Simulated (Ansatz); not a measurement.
Cartesian coordinates in Å:
```
O 2.0145 -1.3654 -1.3156
Ga 1.0931 -0.6371 0.0398
N -0.4394 0.1961 -0.4729
In -1.8288 1.1636 0.6455
H 2.8224 -1.8047 -1.0449
H 1.5934 -0.7308 1.5113
H -0.6144 0.1632 -1.4692
H -3.1536 1.8237 -0.2183
H -1.4873 1.1913 2.3242
```

The species carries charge 0 and has multiplicity 1. In: def2 effective core potential.

**Question.** List the CAM-B3LYP/def2-TZVPP orbital energies in eV (Ansatz). (Estimate.)

**Answer.** The calculation gave: Occupied: -10139.22, -1250.84, -1108.16, -1108.03, -1108.02, -521.76, -390.78, -151.27, -129.12, -104.78, -104.50, -104.47, -85.88, -85.56, -85.54, -28.44, -25.13, -24.47, -24.46, -24.43, -24.19, -23.62, -22.82, -22.65, -22.64, -22.58, -21.90, -15.05, -14.07, -13.20, -11.81, -10.25, -10.06, -9.95, -9.66, -8.73. Lowest empty: -0.59, 0.49, 0.69, 1.47, 1.67, 1.85, 2.39, 2.96.
